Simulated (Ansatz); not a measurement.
Relaxation of C2H9AlBN (14 atoms, charge 0, multiplicity 1), to a largest force component of 0.015 eV/Å in at most 40 steps.

Level of theory: RKS LDA/def2-SVP (Ansatz 0.2.0).

```xyz
14
Properties=species:S:1:pos:R:3:forces:R:3
C -2.427 0.142 -0.827 -0.75 2.28 0.19
B -0.987 -0.328 -0.668 -0.30 -1.07 3.28
N -0.579 -0.980 0.621 -0.88 -0.83 -0.85
Al -1.807 -2.535 0.919 1.65 1.43 -0.26
C -3.726 -2.265 0.911 0.63 -1.64 -0.59
H -3.049 0.022 0.093 0.18 0.05 -0.38
H -2.441 1.277 -1.056 0.03 -1.07 -0.07
H -2.919 -0.338 -1.684 -0.29 -0.13 -0.42
H -0.224 -0.214 -1.531 1.20 -0.10 -1.39
H -0.803 -0.335 1.419 -0.32 -0.34 -0.34
H -1.085 -3.973 1.130 -0.18 0.25 -0.03
H -3.976 -1.235 0.765 -0.50 1.11 -0.10
H -4.140 -2.884 0.052 0.02 0.33 0.70
H -4.091 -2.628 1.880 -0.48 -0.28 0.25
```

Task: Where does it end, and by what steps?

Result: It converged. The force dipped under the threshold on the way, but the program's further checks kept it going. After 31 steps the energy has fallen by 2.157 eV; H6 moved furthest, 2.42 Å. Joined: B2–Al4.

```csv
step,energy less start (eV),largest force component (eV/Å),accepted
0,0.0000,3.282,yes
2,-0.8420,0.485,yes
4,-1.1587,0.714,yes
6,-1.4211,0.313,yes
8,-1.6362,0.253,yes
10,-1.8182,0.263,yes
12,-1.9145,0.467,yes
14,-1.9795,0.277,yes
16,-2.0296,0.535,yes
18,-2.1103,0.649,yes
20,-2.1403,0.292,yes
22,-2.1509,0.052,yes
24,-2.1536,0.074,yes
26,-2.1554,0.092,yes
28,-2.1564,0.009,yes
30,-2.1567,0.021,yes
31,-2.1568,0.005,yes
```

```xyz
14
Properties=species:S:1:pos:R:3
C -1.837 0.919 -1.241
B -1.836 -0.318 -0.300
N -1.713 -0.501 1.057
Al -1.870 -2.329 0.836
C -3.588 -3.194 1.101
H -1.710 1.875 -0.692
H -1.024 0.837 -1.996
H -2.785 0.971 -1.822
H -1.980 -1.461 -0.887
H -1.580 0.251 1.735
H -0.505 -3.161 0.730
H -4.443 -2.493 0.988
H -3.733 -4.036 0.390
H -3.650 -3.631 2.123
```

Whether the end is a true minimum wasn't checked by a vibrational analysis.

The run took 30 s on 2 threads of Intel(R) Xeon(R) 6975P-C (Granite Rapids), with other jobs on the host, peak memory 0.18 GiB.
